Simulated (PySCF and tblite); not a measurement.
Results of a calculation; reference values are marked as such.
C8H13ClO, numbered as in [CH3:1][O:2][C@H:3]1[CH2:4][C@H:5]2[CH2:6][CH2:7][C@@H:8]1[C@@H:9]2[Cl:10].

Free energies: PBE0-D3(BJ)/6-31G* on GFN2-xTB structures plus GFN2-xTB thermal terms, symmetry and mirror images included. Conformers within 2.5 kcal/mol (GFN2-xTB free energy) were kept, 6 at most. GIAO shieldings: PBE0/6-31G*. Shifts are against TMS (¹H), TMS (¹³C) at the same level. Programs: PySCF with density fitting and tblite.

Torsions listed: C1–O2–C3–C4. The 5-ring runs over atoms 3–4–5–9–8. The 5-ring runs over atoms 5–6–7–8–9.

```json
{"conformer": "1", "shape": "5-ring envelope (ring torsions 35, -57, 58, -37, 2°); 5-ring envelope (ring torsions 2, 32, -53, 54, -36°); 171°", "symmetry": "C1", "E(GFN2) kcal/mol": "0.00", "E(DFT) kcal/mol": "0.00"}
{"conformer": "2", "shape": "5-ring envelope (ring torsions 35, -57, 58, -37, 2°); 5-ring envelope (ring torsions 2, 33, -53, 54, -36°); 77°", "symmetry": "C1", "E(GFN2) kcal/mol": "0.63", "E(DFT) kcal/mol": "0.77"}
```

Task: How much do the weights at 298.15 K and the averaged shift of C8 depend on how the conformers are weighted?

Result: 
| weighting | 1 (%) | 2 (%) | δ (ppm) | rms dipole (D) |
| --- | --- | --- | --- | --- |
| DFT energy with thermal terms, symmetry and mirror images (full scheme) | 78 | 22 | 46.7 | 2.20 |
| DFT energy with symmetry and mirror images | 78 | 22 | 46.7 | 2.19 |
| bare DFT energy | 78 | 22 | 46.7 | 2.19 |
| GFN2-xTB energy with symmetry and mirror images | 74 | 26 | 46.8 | 2.23 |
| GFN2-xTB free energy | 74 | 26 | 46.8 | 2.24 |
| leading conformer alone | 100 | 0 | 46.1 | 1.99 |
| equal weights | 50 | 50 | 47.5 | 2.44 |
| full scheme, search stopped after three starts | 0 | 100 | 48.9 | 2.82 |

The largest departure from the full scheme, 2.2 ppm, comes with: full scheme, search stopped after three starts.
